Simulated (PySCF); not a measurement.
TeHI, SMILES I[TeH].

Geometry: PBE0-D3(BJ)/def2-TZVP. The def2 effective core potentials stand for the cores of I, Te; spin–orbit coupling is left out.

Level of theory: HF/def2-TZVPD run with PySCF.

Symmetry labels are those of the subgroup Cs that the program uses (full group Cs).

Computed valence orbital energies around the gap with their symmetry:
```csv
orbital,symmetry,energy (eV)
HOMO−7,A',-53.48
HOMO−6,A',-25.06
HOMO−5,A',-21.62
HOMO−4,A',-13.76
HOMO−3,A',-11.74
HOMO−2,A",-11.16
HOMO−1,A',-10.30
HOMO,A",-8.72
LUMO,A',0.04
LUMO+1,A',1.36
LUMO+2,A',1.41
LUMO+3,A",1.54
```
